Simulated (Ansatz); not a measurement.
Species: C8H20Sn, SMILES `C[CH2][Sn]([CH2]C)([CH2]C)[CH2]C` (charge 0, multiplicity 1).

Task: Give a relaxed geometry from PBE0-D3(BJ)/def2-SVP run with Ansatz (a first-principles code).

Result: One answer among several that fit: the end point of this relaxation, one of several conformers (outside a Z-matrix the atoms follow the SMILES, hydrogens last).
Z-matrix (Å, degrees):
```
Sn
C 1 2.1702
H 2 1.1024 1 107.66
H 2 1.1025 3 106.23 1 -114.85
C 2 1.5234 3 110.98 4 -120.65
H 5 1.1022 2 111.87 3 -61.20
H 5 1.1024 6 106.88 2 122.68
H 5 1.1033 6 106.91 7 114.21
C 1 2.1703 2 109.93 3 59.03
H 9 1.1024 1 107.62 2 61.54
H 9 1.1025 10 106.23 1 114.83
C 9 1.5233 10 110.97 11 120.64
H 12 1.1022 9 111.88 10 61.26
H 12 1.1024 13 106.88 9 -122.68
H 12 1.1033 13 106.91 14 -114.22
C 1 2.1704 2 110.03 3 -60.37
H 16 1.1024 1 107.65 2 -57.47
H 16 1.1025 17 106.23 1 114.81
C 16 1.5233 17 110.98 18 120.64
H 19 1.1022 16 111.88 17 61.23
H 19 1.1024 20 106.88 16 -122.68
H 19 1.1033 20 106.90 21 -114.21
C 1 2.1704 2 108.45 3 179.31
H 23 1.1024 1 107.63 2 177.19
H 23 1.1025 24 106.23 1 -114.85
C 23 1.5234 24 110.98 25 -120.64
H 26 1.1022 23 111.89 24 -61.28
H 26 1.1023 27 106.88 23 122.68
H 26 1.1033 27 106.90 28 114.22
```
